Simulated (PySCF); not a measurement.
NMR data simulated for an unnamed compound:

¹H NMR (600 MHz, computed): δ 10.27 (m, 1H), 5.18 (s, 2H), 4.09 (s, 3H).

¹³C{¹H} NMR (computed): δ 196.4 (CH), 181.4 (C), 99.4 (C), 55.7 (CH3).

Computed data (PySCF 2.14.0 with density-fitted response routines): shielding tensors at PBE0/pcSseg-1 (GIAO), geometry: GFN2-xTB. One conformer, non-relativistic, rapidly exchanging positions averaged, gas phase.

Referencing at the same level of theory: ¹H (σ = 31.72 ppm) and ¹³C (σ = 186.93 ppm) against TMS.

**Question.** Which of these does the molecule contain: an aldehyde, an ester, a Si–H bond, a benzene ring, a non-aromatic C=C double bond, an S-methyl group?

**Answer.** 
- An aldehyde: yes (δC 196.4; δH 10.27 (m)).
- An ester: no.
- A Si–H bond: yes (δH 5.18 (s)).
- A benzene ring: no.
- A non-aromatic C=C double bond: yes.
- An S-methyl group: no.

The data belong to `CO[SiH2]C(C=O)=C(F)F`, C$_{4}$H$_{6}$F$_{2}$O$_{2}$Si; they needn't prove each group on their own.

Carbon signals by region: 2 in the far downfield region (above 160 ppm), 2 at 50–100 ppm. Above 160 ppm: 196.4, aldehyde carbonyl carbon, 181.4, β carbon of a C=C–C=O unit.

Splittings by ¹⁹F in the carbon and heteronuclear signals aren't shown, as no couplings were computed. Shifts are as computed. Against solution values, carbons near 30 ppm lie about +3 ppm off and those near 130 ppm about +5 ppm. Of 1211 compounds with measured shifts, 218 miss one by over three times the rms of a fit or turn the order of signals round; such compounds aren't used in these exercises. No couplings were computed; multiplicities are counted from neighbouring protons, with m where these are inequivalent, close in shift, in a saturated or five-membered ring or joined by F or P, and br s for small geminal =CH2 splittings.
